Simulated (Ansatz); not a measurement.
Molecule: HgCl, net charge 0, doublet state. The spin state was set by rule; other spins were not relaxed. 
Structure (B3LYP-D3(BJ)/def2-TZVP (Ansatz, a first-principles code) minimum search):
```xyz
2

Hg     0.0000     0.0000    -0.4308
Cl     0.0000     0.0000     2.0275
```
Charge 0, spin multiplicity 2.

Wanted: atomisation energy (electronic, to ground-state atoms), in eV. Valence correlation only, unless marked. Open shells are spin-unrestricted. Spin-orbit coupling is left out. Frozen are the shells of the preceding noble gas and the d and f shells that filled before the atom's block. In def2 rows, elements after Kr have scalar-relativistic effective core potentials. The coupled-cluster limit lacks core correlation, which all-electron functionals hold. CBS(X,Y): correlation extrapolated as X^-3; Hartree-Fock from the larger set.

```
level                                        program  atomisation energy (eV)  minus last row
------------------------------------  --------------  -----------------------  --------------
PBE/def2-TZVPD                                Ansatz                     1.15            0.14
PBE0-D3(BJ)/def2-TZVPD                Ansatz + dftd3                     1.15            0.14
MP2/def2-TZVPPD                               Ansatz                     0.80           -0.21
RI-MP2/CBS(def2-TZVPPD,def2-QZVPPD)           Ansatz                     0.95           -0.06
CCSD/def2-SVPD                                Ansatz                     0.67           -0.34
CCSD/CBS(def2-TZVPPD,def2-QZVPPD)             Ansatz                     0.94           -0.07
CCSD(T)/CBS(def2-TZVPPD,def2-QZVPPD)          Ansatz                     1.01            0.00
```
